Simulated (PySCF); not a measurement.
# SrS⁺, PBE0: how much the basis matters

PySCF, UKS reference; doublet, unpaired electrons π ↑; De to Sr⁺ + S without counterpoise correction.

```json
{"basis": "def2-SVP", "relativity": "scalar-relativistic core potentials", "functions": "41", "Re (Å)": "2.635", "ωe (cm⁻¹)": "333", "De (eV)": "2.79", "μ (D)": "-8.75"}
{"basis": "def2-SVPD", "relativity": "scalar-relativistic core potentials", "functions": "53", "Re (Å)": "2.641", "ωe (cm⁻¹)": "330", "De (eV)": "2.74", "μ (D)": "-8.80"}
{"basis": "x2c-SVPall", "relativity": "spin-free X2C", "functions": "68", "Re (Å)": "2.572", "ωe (cm⁻¹)": "336", "De (eV)": "2.92", "μ (D)": "-8.55"}
```

How does each smaller set differ from the one with most functions, x2c-SVPall?

def2-SVP: +6.3 pm, -0.9 % in ωe, -0.13 eV in De; def2-SVPD: +6.9 pm, -1.8 % in ωe, -0.18 eV in De. All at PBE0; the set with most functions is neither the basis-set limit nor always the best. The rows treat relativity differently, so the differences are not basis effects alone.

A positive dipole points towards S; it is taken about the centre of mass and depends on that origin. Spin–orbit coupling is left out. For an ion De counts to the pair picked by the measured ionisation energies or electron affinities, which need not be the lowest pair at this level. The state is the lowest determinant that a PBE0 search found; another state may lie lower at other levels.
